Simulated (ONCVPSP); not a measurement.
Transferability test, ONCV potential for Pt

- Element: platinum
- Generator: ONCVPSP 4.0.1
- Type: optimised norm-conserving Vanderbilt (ONCV)
- Functional: PBEsol
- Relativity: scalar-relativistic
- Frozen core: [Xe] 4f14
- Valence charge: 10
- Reference configuration: 5d9 6s1
- Partial waves: 6s: rc 2.00 bohr, ncon 4, nbas 7, qcut 3.3 1/bohr, 1 projector; p scattering state at 0.05 Ha: rc 1.95 bohr, ncon 3, nbas 6, qcut 3.9 1/bohr, 2 projectors, debl 2 Ha; 5d: rc 2.15 bohr, ncon 3, nbas 8, qcut 8.6 1/bohr, 2 projectors, debl 0.8 Ha; f scattering state at 0.26 Ha: rc 2.25 bohr, ncon 5, nbas 8, qcut 4.3 1/bohr, 3 projectors, debl 3.2 Ha
- Local potential: polynomial inside 1.65 bohr (lpopt 1, dvloc0 3 Ha)
- Core correction: none

Energies are relative to the spin-unpolarised reference configuration 5d9 6s1; without spin polarisation the order of configurations can differ from experiment.

| valence configuration | charge | ΔE all-electron (eV) | error AE − PS (meV) |
| --- | --- | --- | --- |
| 5d7 6s0 | +3 | 61.471 | -46 |
| 5d8 6s2 | 0 | 0.988 | -19 |

Task: What are ΔE and the potential's error for 5d8 6s0?

Result: ΔE = 29.223 eV all-electron; the error (AE − PS) is +1.0 meV.

Task: What are ΔE and the potential's error for 5d9 6s0?

Result: ΔE = 9.226 eV all-electron; the error (AE − PS) is -9.1 meV.

Levels in the configuration 5d8 6s2:

```tsv
level	all-electron (eV)	pseudo (eV)
5d	-8.071	-8.077
6s	-6.548	-6.515
```

Note: ghosts flagged at negative energy: p at -56.7 eV; GHOST(+) flagged for s at 6.5 eV. A true bound ghost makes a file unfit for plane-wave use.
